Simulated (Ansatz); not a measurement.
Correlation energies of `[OH][Sc]([F])[O][SiH3]` by basis set

```xyz
9

O     1.1971    0.6637   -2.5023
Sc    1.1967    0.8540   -0.6568
F     2.4608    1.9212    0.1731
O    -0.0874   -0.0297    0.4141
Si   -1.2164   -0.8058    1.2950
H     1.1876    0.5596   -3.4489
H    -1.3693   -2.2108    0.8254
H    -0.8366   -0.8311    2.7342
H    -2.5325   -0.1211    1.1662
```

Charge 0, multiplicity 1. Correlated methods include outer-core shells of Sc, which these sets cover unevenly. Scalar relativity is left out up to krypton. The structure was optimised at the PBE0-D4/def2-TZVP level. It is one conformer, not always the lowest. Frozen core, restricted reference, Ansatz 0.2.0.

```json
{"basis": "def2-SVP", "HF (Eh)": "-1300.07149", "MP2 corr.": "-0.87863"}
{"basis": "def2-TZVPP", "HF (Eh)": "-1300.59780", "MP2 corr.": "-1.15389"}
{"basis": "def2-QZVPP", "HF (Eh)": "-1300.63291", "MP2 corr.": "-1.27067"}
```

Problem. Estimate the CCSD correlation energy and the (T) correction in each basis where they were run (hartree).

Solution. 
```tsv
basis	CCSD corr.	(T)
def2-SVP	-0.91518	-0.02072
def2-TZVPP	-1.18272	-0.04128
```
